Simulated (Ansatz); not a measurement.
Single points on Ti2S2.

```yaml
crystal:
  periodic: [false, false, false]
  atoms:
    - {symbol: Ti, position_ang: [-1.171091, -0.056145, 0.052176]}
    - {symbol: Ti, position_ang: [0.858852, 0.571068, -0.559986]}
    - {symbol: S, position_ang: [0.152871, 1.023840, 1.555150]}
    - {symbol: S, position_ang: [0.159368, -1.538763, -1.047340]}
basis:
  gaussian: {orbitals: def2-TZVPD, initial_orbitals: start.molden}
hamiltonian: {xc: r2scan, dispersion: d4}
scf: {omitted_lower_state_checks: [starts]}
output: {orbitals: {seedname: orbitals}}
```

The file start.molden holds the orbitals of an earlier run on this structure, at another level or in another basis.

```sh
$ ansatz run in.yaml --threads 4 --pin off --events-out ev --progress --plain --max-ram 4787MiB
```

Output, abridged:

```
Functional definition: r2SCAN
1438 factors; their error is unknown
mean field evaluation 1: about -67901.1179 eV, gradient 1.1e1 eV
mean field evaluation 2: about -67901.2557 eV, gradient 2.4e-1 eV
mean field evaluation 4: about -67901.2269 eV, gradient 1.2e-1 eV
mean field evaluation 8: about -67901.2269 eV, gradient 2.6e-5 eV
mean field -67901.22689056 eV, -2495.3240631235 hartree, gradient 2.5e-5 eV, S^2 0.000000; 0 other end points of the search recorded, 0 dependent functions left out
reference -67901.22691177 eV, -2495.3240639030 hartree; 38, 38 occupied and 150, 150 virtual orbitals, 1438 factors
Total energy: -67901.26280359 eV, -2495.3253829029 hartree
Checks for a lower state left out: starts
```

It took 7.5 s on 4 threads of Arm Neoverse V1 on a shared host.

First input, but with `gaussian: {orbitals: def2-TZVP, initial_orbitals: start.molden}`, `hamiltonian: {xc: pbe0, dispersion: d4}` (abridged; 4.4 s):

```
Functional definition: PBE0
mean field -67885.04524928 eV, -2494.7293987748 hartree, gradient 2.1e-5 eV, S^2 0.000000
Total energy: -67885.20933425 eV, -2494.7354287863 hartree
Checks for a lower state left out: starts
```

The first input with `gaussian: {orbitals: def2-TZVP, initial_orbitals: start.molden}`, `hamiltonian: {xc: pbe, dispersion: d4}` (abridged; 2.1 s):

```
Functional definition: PBE
mean field -67883.61362569 eV, -2494.6767875781 hartree, gradient 2.8e-5 eV, S^2 0.000000
Total energy: -67883.80647460 eV, -2494.6838746450 hartree
Checks for a lower state left out: starts
```

The first input with `gaussian: {orbitals: def2-SVP, initial_orbitals: start.molden}`, `hamiltonian: {xc: pbe, dispersion: d4}` (abridged; 1.6 s):

```
Functional definition: PBE
mean field -67869.95587965 eV, -2494.1748746687 hartree, gradient 1.3e-5 eV, S^2 0.000000
Total energy: -67870.14874340 eV, -2494.1819622808 hartree
Checks for a lower state left out: starts
```

The first input with `gaussian: {orbitals: def2-TZVP, initial_orbitals: start.molden}`, `hamiltonian: {xc: {name: revPBE}, dispersion: d4}` (abridged; 2.3 s):

```
Functional definition: revPBE
mean field -67895.41632532 eV, -2495.1105287895 hartree, gradient 1.8e-5 eV, S^2 0.000000
Total energy: -67895.80673342 eV, -2495.1248760224 hartree
Checks for a lower state left out: starts
```

The first input with `gaussian: {orbitals: def2-TZVP, initial_orbitals: start.molden}`, `hamiltonian: {xc: {name: r2SCANh}, dispersion: d4}` (abridged; 7 s):

```
Functional definition: r2SCANh
mean field -67900.04340472 eV, -2495.2805708211 hartree, gradient 1.5e-5 eV, S^2 0.000000
Total energy: -67900.08487394 eV, -2495.2820947867 hartree
Checks for a lower state left out: starts
```

The first input with `gaussian: {orbitals: def2-SVP, initial_orbitals: start.molden}`, `hamiltonian: {xc: {name: LC-wPBE, parameters: {omega: 0.2/bohr}}}` (abridged; 2.3 s):

```
Functional definition: LC-wPBE
mean field -67872.93856272 eV, -2494.2844862497 hartree, gradient 1.9e-5 eV, S^2 0.000000
Total energy: -67872.93856275 eV, -2494.2844862508 hartree
Checks for a lower state left out: starts
```

Geometry: PBE-D4/def2-SVP.

The restricted singlet is unstable towards broken spin symmetry at other levels; at r2SCAN-D4/def2-TZVPD, PBE-D4/def2-SVP, revPBE-D4/def2-TZVP, r2SCANh-D4/def2-TZVP and others this wasn't settled. At PBE0-D4/def2-TZVP the restricted singlet is unstable: a solution with broken spin symmetry lies lower. The geometry of the singlet was relaxed on an unsound state (restricted singlet, unstable towards broken spin symmetry at other levels and untested here). The order of the spin states hangs on the level: the quintet lies 0.14 eV below the singlet at PBE0-D4/def2-TZVP, but 0.61 eV above it at PBE-D4/def2-TZVP. The singlet is doubtful at PBE0-D4/def2-TZVP (restricted singlet, unstable towards broken spin symmetry). The structure comes from a short search, and lower isomers may exist.
